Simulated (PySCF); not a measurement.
C₂H₃, charge +1, multiplicity 1. Atoms are numbered in the order given.

```xyz
5

C      0.0000     0.0000    -0.5796
C      0.0000     0.0000     0.6721
H      0.0000     0.0000     1.7533
H      0.0000    -0.9394    -1.1541
H      0.0000     0.9394    -1.1541
```
Charge +1, spin multiplicity 1.

Coordinates come from a B3LYP-D3(BJ)/def2-TZVP optimisation.

Level of theory: TDA-PBE/def2-TZVPD (PySCF 2.14.0).

Vertical excitations. Gas-phase values at a fixed geometry. State labels are in the subgroup C2v.

### Question
List the lowest excited states. (An estimate is asked for; the answer gives what the named calculation found.)

### Answer

```
state  symmetry  energy (eV)  λ (nm)      f                                            main pairs
-----  --------  -----------  ------  -----  ----------------------------------------------------
S1           A2         3.46     359  0.000                                       HOMO→LUMO 100 %
S2           A1         7.48     166  0.002                    HOMO−1→LUMO 60 %, HOMO→LUMO+1 39 %
S3           B2         8.22     151  0.010                                      HOMO−2→LUMO 97 %
S4           B1        10.41     119  0.048                                      HOMO→LUMO+2 94 %
S5           A2        10.75     115  0.000                                   HOMO−1→LUMO+1 100 %
S6           B1        10.84     114  0.019                                      HOMO→LUMO+3 95 %
S7           B2        11.42     109  0.085                                      HOMO−3→LUMO 91 %
S8           B1        11.52     108  0.000                                    HOMO−2→LUMO+1 95 %
S9           A1        11.75     105  1.067  HOMO→LUMO+1 47 %, HOMO−1→LUMO 31 %, HOMO→LUMO+11 9 %
S10          A2        12.00     103  0.000                                     HOMO→LUMO+4 100 %
T1           A2         2.66     466      0                                       HOMO→LUMO 100 %
T2           A1         5.53     224      0                                      HOMO→LUMO+1 93 %
T3           A1         6.11     203      0                                      HOMO−1→LUMO 93 %
T4           B2         6.90     180      0                                     HOMO−2→LUMO 100 %
```
Triplets are in the Tamm–Dancoff approximation.
